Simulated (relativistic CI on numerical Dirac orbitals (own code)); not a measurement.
## Sensitivity of the levels of Ta LIII to α and to the nuclear radius

Method of calculation: Dirac-Coulomb-Breit CI, orbitals from a KLI potential per configuration, derivatives by finite differences, unscaled Slater integrals, QED left out (own radial code, finite nucleus).

CI space (outside the closed core [Ne]): 3s2 3p6 3d3, 3s2 3p5 3d4, 3s 3p6 3d4, 3p6 3d5, 3s2 3p6 3d2 4s, 3s2 3p6 3d2 4p, 3s2 3p6 3d2 4d, 3s2 3p5 3d3 4s. Levels of other configurations are missing.

With x = (α/α₀)² − 1 an excitation energy changes as ω = ω₀ + qx; K = 2q/ω₀ is the relative enhancement. Terms are leading LS components, so labels can repeat. The field-shift factor is F = δν/δ⟨r²⟩ for the transition from the lowest level.

Lowest level 3s2 3p6 3d3 4F_3/2.

```
              Level  ω₀ (cm⁻¹)   q (cm⁻¹)     K  F (GHz/fm²)
 3s2 3p6 3d3 4F_5/2     486788     562800  2.31         13.1
 3s2 3p6 3d3 4P_3/2     539870     555400  2.06         12.8
 3s2 3p6 3d3 2H_9/2     567516     548400  1.93         13.6
 3s2 3p6 3d3 2G_7/2     568215     564800  1.99         13.4
 3s2 3p6 3d3 4P_1/2     584023     557900  1.91         12.6
 3s2 3p6 3d3 2D_5/2     773197     591900  1.53           14
 3s2 3p6 3d3 4F_7/2    1046259  1.116e+06  2.13         26.2
 3s2 3p6 3d3 4F_9/2    1082600   1.12e+06  2.07         26.8
 3s2 3p6 3d3 4P_3/2    1128255  1.127e+06     2         25.7
 3s2 3p6 3d3 2P_1/2    1152533  1.127e+06  1.96         25.9
3s2 3p6 3d3 2H_11/2    1159718  1.111e+06  1.92         27.4
 3s2 3p6 3d3 2D_5/2    1165748  1.106e+06   1.9         24.8
 3s2 3p6 3d3 2F_5/2    1235294  1.138e+06  1.84         25.9
```

At this charge energies of transitions that change n are usually good to better than 1 %, and those within a shell (Δn = 0) to a few per cent.
